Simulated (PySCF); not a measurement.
Electronic structure of Ce⁺ (cerium, charge +1) at the BLYP level

Configuration: [Xe] 5d3, high-spin 4F determinant (an excited configuration). Computed with PySCF 2.14 in ANO-RCC-VTZP (8s7p5d3f2g1h, 104 functions), with scalar relativity by spin-free X2C-1e.

| Quantity | Value |
| --- | --- |
| Total energy | -8859.33 hartree |
| One-electron energy | -12052.02 hartree |
| Hartree (Coulomb) energy | 3404.81 hartree |
| Exchange-correlation energy | -212.11 hartree |
| ⟨S²⟩ | 3.7523 |
| ⟨L²⟩ | 12.021 |
| Sum of ⟨r⟩ | 39.48 bohr |
| Sum of ⟨r²⟩ | 61.71 bohr² |
| Langevin diamagnetic susceptibility | -48.9 ×10⁻⁶ cm³/mol |

```csv
shell,electrons,mean orbital energy (eV),spread (eV),"rms radius, mean of both spins (bohr)"
1s β,1,-40190.5,0,0.0280
1s α,1,-40190.5,0,0.0280
2s α,1,-6447.1,0,0.114
2s β,1,-6447.0,0,0.114
2p α,3,-5783.3,0,0.102
2p β,3,-5783.2,0,0.102
3s α,1,-1399.6,0,0.298
3s β,1,-1399.6,0,0.298
3p α,3,-1187.7,0,0.297
3p β,3,-1187.7,0,0.297
3d α,5,-882.95,0.009,0.275
3d β,5,-882.88,0.050,0.275
4s α,1,-292.65,0,0.675
4s β,1,-292.51,0,0.675
4p α,3,-222.98,0,0.716
4p β,3,-222.85,0,0.716
4d α,5,-121.81,0.025,0.795
4d β,5,-121.68,0.147,0.795
5s α,1,-47.792,0,1.58
5s β,1,-46.936,0,1.58
5p α,3,-29.974,0,1.83
5p β,3,-28.869,0,1.83
5d α,3,-8.883,0,2.88
```

Spin-orbit coupling, absent here, splits the open shell strongly.

Densities and radii are taken from the X2C orbitals without a picture-change correction, which distorts them close to the nucleus.
